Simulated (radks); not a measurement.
Values are calculated unless marked as measured or tabulated.
Problem. All-electron atom: Xe IV in [Kr] 4d9.75 5s2 5p3 5d0.25 (fractional occupations, a model configuration). Level of theory: scalar-relativistic Kohn-Sham, LDA (Slater exchange, Perdew-Wang correlation), spin-polarised, spherical densities, finite nucleus; open shells are filled with parallel spins first (spin-orbit coupling, left out, can overturn this in heavy ions); Fermi nuclear charge, rms radius 4.7859 fm (a radial shooting solver on a logarithmic mesh with Libxc functionals). Some entries of the table are withheld. Estimate them.

| orbital | occ. | eigenvalue (hartree) | <r> (bohr) |
|---|---|---|---|
| 1s up | 1 | -1263.096 | 0.02668 |
| 1s down | 1 | -1263.090 | 0.02668 |
| 2s up | 1 | -197.7847 | 0.1147 |
| 2s down | 1 | -197.7776 | 0.1147 |
| 2p up | 3 | -177.7222 | 0.1003 |
| 2p down | 3 | -177.7143 | 0.1003 |
| 3s up | 1 | -41.52630 | 0.3069 |
| 3s down | 1 | -41.51839 | 0.3068 |
| 3p up | 3 | -35.04452 | 0.3047 |
| 3p down | 3 | -35.03595 | 0.3047 |
| 3d up | 5 | -25.40222 | 0.2810 |
| 3d down | 5 | -25.39317 | 0.2810 |
| 4s up | 1 | -8.58735 | 0.7157 |
| 4s down | 1 | -8.56554 | 0.7154 |
| 4p up | 3 | -6.52672 | 0.7633 |
| 4p down | 3 | -6.50373 | 0.7624 |
| 4d up | 5 | -3.51801 | 0.8708 |
| 4d down | 4.75 | -3.48922 | 0.8667 |
| 5s up | 1 | -1.93589 | 1.729 |
| 5s down | 1 | -1.84397 | 1.725 |
| 5p up | 3 | -1.43725 | 1.978 |
| 5p down | 0 | -1.34312 | 1.991 |
| 5d up | 0.25 | -0.79740 | (1) |
| 5d down | 0 | -0.72296 | (2) |
| 6s up | 0 | -0.69842 | (3) |
| 6s down | 0 | -0.66405 | (4) |
| 4f up | 0 | -0.64881 | (5) |
| 4f down | 0 | -0.58348 | (6) |

Solution. 
(1) 5d up <r> (bohr): 2.656
(2) 5d down <r> (bohr): 2.777
(3) 6s up <r> (bohr): 3.661
(4) 6s down <r> (bohr): 3.782
(5) 4f up <r> (bohr): 1.789
(6) 4f down <r> (bohr): 1.795
